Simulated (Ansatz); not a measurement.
Ansatz (an electronic-structure program) input (HF/STO-3G):

Ansatz 0.2 input:
```yaml
crystal:
  periodic: [false, false, false]
  atoms:
    - {symbol: C, position_ang: [2.31800900, -0.30045300, 0.54485900]}
    - {symbol: Si, position_ang: [0.93743700, -0.20179400, -0.83486600]}
    - {symbol: O, position_ang: [-0.34344600, 0.50903100, 0.19818300]}
    - {symbol: Si, position_ang: [-1.87272600, 0.04895000, 0.32894100]}
    - {symbol: H, position_ang: [2.35680200, 0.60956900, 1.15506300]}
    - {symbol: H, position_ang: [2.14601400, -1.15078900, 1.21376800]}
    - {symbol: H, position_ang: [3.30228900, -0.44446900, 0.08108300]}
    - {symbol: H, position_ang: [1.44404300, 1.13705800, -1.42728900]}
    - {symbol: H, position_ang: [-2.06811100, -1.37173900, 0.75474100]}
    - {symbol: H, position_ang: [-2.68738300, 0.20971800, -0.91593300]}
    - {symbol: H, position_ang: [-2.56010000, 0.88093600, 1.36689000]}
basis:
  gaussian:
    orbitals: STO-3G
hamiltonian:
  xc: {name: HF}
total_charge: -1
relax: {f_tol: 0.003, max_steps: 120}
```

Output:

```
Functional definition: HF
integrals: 0.00 GiB planned
474 factors; integrals over basis functions are off by at most 1.1e-5 eV
mean field: 0.07 GiB planned
mean field evaluation 1: about -18675.9179 eV, gradient 1.7e1 eV
mean field evaluation 2: about -18676.0174 eV, gradient 1.7e1 eV
mean field evaluation 4: about -18677.3206 eV, gradient 1.6e0 eV
mean field evaluation 8: about -18677.3344 eV, gradient 1.3e-2 eV
mean field -18677.33437920 eV, -686.3793784836 hartree, gradient 2.8e-5 eV, S^2 0.000000; 0 other end points of the search recorded, 0 dependent functions left out
the calculation of the forces begins
reference -18677.33437920 eV, -686.3793784836 hartree; 25, 25 occupied and 10, 10 virtual orbitals, 474 factors
relax step   1: F+E_penalty+E_count = -18677.33437920 eV  Δ(F+E_penalty+E_count) = +0.000e0 eV  max|allowed force component| = 2.108e0 eV/Å  Δτ_max = 0.0000 Å  (28 SCF iters, accepted)
these checks for a lower state are left out or cut short: starts, cluster_reference, orbital_swaps, neighbouring_geometries, increment
integrals: 0.00 GiB planned
474 factors; integrals over basis functions are off by at most 1.3e-5 eV
mean field: 0.07 GiB planned
mean field evaluation 16: about -18677.4935 eV, gradient 1.1e-4 eV
mean field -18677.49348707 eV, -686.3852255902 hartree, gradient 9.4e-6 eV, S^2 0.000000; 0 other end points of the search recorded, 0 dependent functions left out
the calculation of the forces begins
reference -18677.49348707 eV, -686.3852255902 hartree; 25, 25 occupied and 10, 10 virtual orbitals, 474 factors
relax step   2: F+E_penalty+E_count = -18677.49348707 eV  Δ(F+E_penalty+E_count) = -1.591e-1 eV  max|allowed force component| = 1.837e0 eV/Å  Δτ_max = 0.1902 Å  (30 SCF iters, accepted)
these checks for a lower state are left out or cut short: starts, cluster_reference, orbital_swaps, neighbouring_geometries, increment
integrals: 0.00 GiB planned
474 factors; integrals over basis functions are off by at most 1.2e-5 eV
mean field: 0.07 GiB planned
mean field -18677.65440050 eV, -686.3911390496 hartree, gradient 9.5e-6 eV, S^2 0.000000; 0 other end points of the search recorded, 0 dependent functions left out
the calculation of the forces begins
reference -18677.65440050 eV, -686.3911390496 hartree; 25, 25 occupied and 10, 10 virtual orbitals, 474 factors
relax step   3: F+E_penalty+E_count = -18677.65440050 eV  Δ(F+E_penalty+E_count) = -1.609e-1 eV  max|allowed force component| = 7.648e-1 eV/Å  Δτ_max = 0.0999 Å  (23 SCF iters, accepted)
these checks for a lower state are left out or cut short: starts, cluster_reference, orbital_swaps, neighbouring_geometries, increment
integrals: 0.00 GiB planned
474 factors; integrals over basis functions are off by at most 1.2e-5 eV
mean field: 0.07 GiB planned
mean field evaluation 32: about -18677.6681 eV, gradient 1.0e-5 eV
mean field -18677.66807143 eV, -686.3916414468 hartree, gradient 1.0e-5 eV, S^2 0.000000; 0 other end points of the search recorded, 0 dependent functions left out
the calculation of the forces begins
reference -18677.66807143 eV, -686.3916414468 hartree; 25, 25 occupied and 10, 10 virtual orbitals, 474 factors
relax step   4: F+E_penalty+E_count = -18677.66807143 eV  Δ(F+E_penalty+E_count) = -1.367e-2 eV  max|allowed force component| = 5.617e-1 eV/Å  Δτ_max = 0.0202 Å  (24 SCF iters, accepted)
these checks for a lower state are left out or cut short: starts, cluster_reference, orbital_swaps, neighbouring_geometries, increment
integrals: 0.00 GiB planned
474 factors; integrals over basis functions are off by at most 1.4e-5 eV
mean field: 0.07 GiB planned
mean field -18677.68572657 eV, -686.3922902614 hartree, gradient 1.6e-5 eV, S^2 0.000000; 0 other end points of the search recorded, 0 dependent functions left out
the calculation of the forces begins
reference -18677.68572657 eV, -686.3922902614 hartree; 25, 25 occupied and 10, 10 virtual orbitals, 474 factors
relax step   5: F+E_penalty+E_count = -18677.68572657 eV  Δ(F+E_penalty+E_count) = -1.766e-2 eV  max|allowed force component| = 2.956e-1 eV/Å  Δτ_max = 0.0776 Å  (23 SCF iters, accepted)
these checks for a lower state are left out or cut short: starts, cluster_reference, orbital_swaps, neighbouring_geometries, increment
integrals: 0.00 GiB planned
474 factors; integrals over basis functions are off by at most 1.5e-5 eV
mean field: 0.07 GiB planned
mean field -18677.69228388 eV, -686.3925312381 hartree, gradient 1.2e-5 eV, S^2 0.000000; 0 other end points of the search recorded, 0 dependent functions left out
the calculation of the forces begins
reference -18677.69228388 eV, -686.3925312381 hartree; 25, 25 occupied and 10, 10 virtual orbitals, 474 factors
relax step   6: F+E_penalty+E_count = -18677.69228388 eV  Δ(F+E_penalty+E_count) = -6.557e-3 eV  max|allowed force component| = 1.673e-1 eV/Å  Δτ_max = 0.0280 Å  (24 SCF iters, accepted)
these checks for a lower state are left out or cut short: starts, cluster_reference, orbital_swaps, neighbouring_geometries, increment
integrals: 0.00 GiB planned
474 factors; integrals over basis functions are off by at most 1.5e-5 eV
mean field: 0.07 GiB planned
mean field -18677.69397551 eV, -686.3925934043 hartree, gradient 1.1e-5 eV, S^2 0.000000; 0 other end points of the search recorded, 0 dependent functions left out
the calculation of the forces begins
[...]
475 factors; integrals over basis functions are off by at most 1.3e-5 eV
mean field: 0.07 GiB planned
mean field -18677.69978524 eV, -686.3928069081 hartree, gradient 1.2e-5 eV, S^2 0.000000; 0 other end points of the search recorded, 0 dependent functions left out
the calculation of the forces begins
reference -18677.69978524 eV, -686.3928069081 hartree; 25, 25 occupied and 10, 10 virtual orbitals, 475 factors
relax step  20: F+E_penalty+E_count = -18677.69978524 eV  Δ(F+E_penalty+E_count) = +4.966e-4 eV  max|allowed force component| = 8.218e-2 eV/Å  Δτ_max = 0.0456 Å  (23 SCF iters, rejected (line search))
these checks for a lower state are left out or cut short: starts, cluster_reference, orbital_swaps, neighbouring_geometries, increment
integrals: 0.00 GiB planned
475 factors; integrals over basis functions are off by at most 1.4e-5 eV
mean field: 0.07 GiB planned
mean field -18677.70075230 eV, -686.3928424467 hartree, gradient 1.1e-5 eV, S^2 0.000000; 0 other end points of the search recorded, 0 dependent functions left out
the calculation of the forces begins
reference -18677.70075230 eV, -686.3928424467 hartree; 25, 25 occupied and 10, 10 virtual orbitals, 475 factors
relax step  21: F+E_penalty+E_count = -18677.70075230 eV  Δ(F+E_penalty+E_count) = -4.705e-4 eV  max|allowed force component| = 2.844e-2 eV/Å  Δτ_max = 0.0150 Å  (25 SCF iters, accepted)
these checks for a lower state are left out or cut short: starts, cluster_reference, orbital_swaps, neighbouring_geometries, increment
integrals: 0.00 GiB planned
475 factors; integrals over basis functions are off by at most 1.4e-5 eV
mean field: 0.07 GiB planned
mean field -18677.70080017 eV, -686.3928442058 hartree, gradient 1.1e-5 eV, S^2 0.000000; 0 other end points of the search recorded, 0 dependent functions left out
the calculation of the forces begins
reference -18677.70080017 eV, -686.3928442058 hartree; 25, 25 occupied and 10, 10 virtual orbitals, 475 factors
relax step  22: F+E_penalty+E_count = -18677.70080017 eV  Δ(F+E_penalty+E_count) = -4.787e-5 eV  max|allowed force component| = 2.114e-2 eV/Å  Δτ_max = 0.0081 Å  (25 SCF iters, accepted)
these checks for a lower state are left out or cut short: starts, cluster_reference, orbital_swaps, neighbouring_geometries, increment
integrals: 0.00 GiB planned
475 factors; integrals over basis functions are off by at most 1.3e-5 eV
mean field: 0.07 GiB planned
mean field evaluation 160: about -18677.5937 eV, gradient 8.9e-1 eV
mean field -18677.70098281 eV, -686.3928509178 hartree, gradient 1.2e-5 eV, S^2 0.000000; 0 other end points of the search recorded, 0 dependent functions left out
the calculation of the forces begins
reference -18677.70098281 eV, -686.3928509178 hartree; 25, 25 occupied and 10, 10 virtual orbitals, 475 factors
relax step  23: F+E_penalty+E_count = -18677.70098281 eV  Δ(F+E_penalty+E_count) = -1.826e-4 eV  max|allowed force component| = 1.752e-2 eV/Å  Δτ_max = 0.0325 Å  (24 SCF iters, accepted)
these checks for a lower state are left out or cut short: starts, cluster_reference, orbital_swaps, neighbouring_geometries, increment
integrals: 0.00 GiB planned
475 factors; integrals over basis functions are off by at most 1.4e-5 eV
mean field: 0.07 GiB planned
mean field -18677.70108624 eV, -686.3928547187 hartree, gradient 1.2e-5 eV, S^2 0.000000; 0 other end points of the search recorded, 0 dependent functions left out
the calculation of the forces begins
reference -18677.70108624 eV, -686.3928547187 hartree; 25, 25 occupied and 10, 10 virtual orbitals, 475 factors
relax step  24: F+E_penalty+E_count = -18677.70108624 eV  Δ(F+E_penalty+E_count) = -1.034e-4 eV  max|allowed force component| = 1.610e-2 eV/Å  Δτ_max = 0.0270 Å  (24 SCF iters, accepted)
these checks for a lower state are left out or cut short: starts, cluster_reference, orbital_swaps, neighbouring_geometries, increment
integrals: 0.00 GiB planned
475 factors; integrals over basis functions are off by at most 1.4e-5 eV
mean field: 0.07 GiB planned
mean field -18677.70114442 eV, -686.3928568568 hartree, gradient 1.1e-5 eV, S^2 0.000000; 0 other end points of the search recorded, 0 dependent functions left out
the calculation of the forces begins
reference -18677.70114442 eV, -686.3928568568 hartree; 25, 25 occupied and 10, 10 virtual orbitals, 475 factors
relax step  25: F+E_penalty+E_count = -18677.70114442 eV  Δ(F+E_penalty+E_count) = -5.818e-5 eV  max|allowed force component| = 1.344e-2 eV/Å  Δτ_max = 0.0167 Å  (24 SCF iters, accepted)
these checks for a lower state are left out or cut short: starts, cluster_reference, orbital_swaps, neighbouring_geometries, increment
integrals: 0.00 GiB planned
475 factors; integrals over basis functions are off by at most 1.4e-5 eV
mean field: 0.07 GiB planned
mean field -18677.70115936 eV, -686.3928574057 hartree, gradient 1.1e-5 eV, S^2 0.000000; 0 other end points of the search recorded, 0 dependent functions left out
the calculation of the forces begins
reference -18677.70115936 eV, -686.3928574057 hartree; 25, 25 occupied and 10, 10 virtual orbitals, 475 factors
relax step  26: F+E_penalty+E_count = -18677.70115936 eV  Δ(F+E_penalty+E_count) = -1.494e-5 eV  max|allowed force component| = 4.543e-3 eV/Å  Δτ_max = 0.0080 Å  (25 SCF iters, accepted)
these checks for a lower state are left out or cut short: starts, cluster_reference, orbital_swaps, neighbouring_geometries, increment
integrals: 0.00 GiB planned
475 factors; integrals over basis functions are off by at most 1.4e-5 eV
mean field: 0.07 GiB planned
mean field evaluation 192: about -18677.7012 eV, gradient 1.2e-4 eV
mean field -18677.70116463 eV, -686.3928575996 hartree, gradient 1.1e-5 eV, S^2 0.000000; 0 other end points of the search recorded, 0 dependent functions left out
the calculation of the forces begins
reference -18677.70116463 eV, -686.3928575996 hartree; 25, 25 occupied and 10, 10 virtual orbitals, 475 factors
relax step  27: F+E_penalty+E_count = -18677.70116463 eV  Δ(F+E_penalty+E_count) = -5.276e-6 eV  max|allowed force component| = 4.652e-3 eV/Å  Δτ_max = 0.0043 Å  (25 SCF iters, accepted)
these checks for a lower state are left out or cut short: starts, cluster_reference, orbital_swaps, neighbouring_geometries, increment
integrals: 0.00 GiB planned
475 factors; integrals over basis functions are off by at most 1.4e-5 eV
mean field: 0.07 GiB planned
mean field -18677.70116543 eV, -686.3928576288 hartree, gradient 1.1e-5 eV, S^2 0.000000; 0 other end points of the search recorded, 0 dependent functions left out
the calculation of the forces begins
reference -18677.70116543 eV, -686.3928576288 hartree; 25, 25 occupied and 10, 10 virtual orbitals, 475 factors
relax step  28: F+E_penalty+E_count = -18677.70116543 eV  Δ(F+E_penalty+E_count) = -7.936e-7 eV  max|allowed force component| = 6.139e-3 eV/Å  Δτ_max = 0.0033 Å  (25 SCF iters, accepted)
these checks for a lower state are left out or cut short: starts, cluster_reference, orbital_swaps, neighbouring_geometries, increment
integrals: 0.00 GiB planned
475 factors; integrals over basis functions are off by at most 1.4e-5 eV
mean field: 0.07 GiB planned
mean field -18677.70116746 eV, -686.3928577038 hartree, gradient 1.1e-5 eV, S^2 0.000000; 0 other end points of the search recorded, 0 dependent functions left out
the calculation of the forces begins
reference -18677.70116746 eV, -686.3928577038 hartree; 25, 25 occupied and 10, 10 virtual orbitals, 475 factors
relax step  29: F+E_penalty+E_count = -18677.70116746 eV  Δ(F+E_penalty+E_count) = -2.040e-6 eV  max|allowed force component| = 1.355e-3 eV/Å  Δτ_max = 0.0004 Å  (26 SCF iters, accepted)
integrals: 0.00 GiB planned
475 factors; integrals over basis functions are off by at most 1.4e-5 eV
mean field: 0.07 GiB planned
mean field evaluation 224: about -18677.7012 eV, gradient 2.0e-5 eV
mean field -18677.70116746 eV, -686.3928577038 hartree, gradient 1.1e-5 eV, S^2 0.000000; 1 other end points of the search recorded, 0 dependent functions left out
the calculation of the forces begins
reference -18677.70116746 eV, -686.3928577038 hartree; 25, 25 occupied and 10, 10 virtual orbitals, 475 factors
Total energy: -18677.70116746 eV, -686.3928577038 hartree
Atom 0 at     2.094893    -0.363966     0.493679 Å, force     0.001013     0.000023    -0.000842 eV/Å
Atom 1 at     0.885801     0.043666    -0.976408 Å, force    -0.000908     0.000734     0.001355 eV/Å
Atom 2 at    -0.320289     0.873765     0.027017 Å, force     0.000707    -0.000889    -0.000856 eV/Å
Atom 3 at    -1.711717     0.058770     0.354255 Å, force    -0.000682     0.000610    -0.000676 eV/Å
Atom 4 at     2.206986     0.433472     1.224046 Å, force    -0.000245     0.000233     0.000003 eV/Å
Atom 5 at     1.795510    -1.244385     1.058100 Å, force    -0.000442    -0.000181     0.000042 eV/Å
Atom 6 at     3.096052    -0.578455     0.127235 Å, force     0.000462    -0.000215     0.000184 eV/Å
Atom 7 at     1.584482     1.297378    -1.306980 Å, force    -0.000038     0.000083     0.000230 eV/Å
Atom 8 at    -1.570433    -1.196720     1.026630 Å, force     0.000019    -0.000174     0.000319 eV/Å
Atom 9 at    -2.537942    -0.231775    -0.778456 Å, force    -0.000048    -0.000341    -0.000124 eV/Å
Atom 10 at    -2.550516     0.834267     1.216322 Å, force     0.000161     0.000118     0.000366 eV/Å
Dipole moment:    -0.587396    -0.158488     0.276583 e Å
```

The dipole moment of an ion depends on the origin.

The geometry given is a B3LYP-D3(BJ)/def2-TZVP minimum.
